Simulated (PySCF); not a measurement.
HClGeO (SMILES [OH][Ge][Cl]), singlet, geometry from GFN2-xTB.

Here is a job for PySCF.
```python
from pyscf import gto, scf, dft, tdscf

mol = gto.Mole()
mol.atom = '''
    Ge    0.020097   -0.302547    0.582204
    Cl    0.368257    1.338301   -0.763051
    O    -0.730023   -1.354225   -0.644643
    H    -1.063302   -2.235817   -0.501528
'''
mol.basis = '6-31g'
mol.charge = 0
mol.spin = 0
mol.verbose = 4
mol.build()

mf = dft.RKS(mol)
mf.xc = 'pbe0'
mf.kernel()
td = mf.TDDFT()
td.nstates = 2
td.kernel()
td.analyze()
```

Q: Estimate the HOMO energy that PBE0/6-31G, TDDFT (PySCF) returns for this input.

A: -7.70 eV

Q: Estimate the dipole moment that PBE0/6-31G, TDDFT returns for this input.

A: 4.08 D

Q: What HOMO-LUMO gap does PBE0/6-31G, TDDFT give?

A: 5.29 eV

Q: What is the computed number of basis functions (PBE0/6-31G, TDDFT)?

A: 51
